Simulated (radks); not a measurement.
Task: These are the eigenvalues of the occupied orbitals of an atom or ion with whole-number occupations (Ry). Method: non-relativistic Kohn-Sham, TPSS, spin-polarised, spherical densities, point nucleus; meta-GGA in the generalised Kohn-Sham scheme; computed with a radial shooting solver on a logarithmic mesh with Libxc functionals.

| orbital | eigenvalue |
|---|---|
| 1s up | -709.8439 |
| 1s down | -709.8437 |
| 2s up | -101.2982 |
| 2s down | -101.0652 |
| 2p up | -91.24866 |
| 2p down | -91.06564 |
| 3s up | -25.11514 |
| 3s down | -24.69882 |
| 3p up | -21.82945 |
| 3p down | -21.40486 |
| 3d up | -16.33852 |

Which element is it, and in what charge state? The configuration may be excited. Open shells, if any, are filled with parallel spins first.

Result: Z = 30, zinc, charge +9: Zn9+ in [Ar] 3d3. The list shows which subshells hold electrons but not how many an open one holds; the 1s level, -354.92 hartree, gives Z - s = 26.6 by -(Z - s)^2/2, which with screening narrows Z to a few neighbours, and the depths of the outer levels then fix element, charge and occupations together.
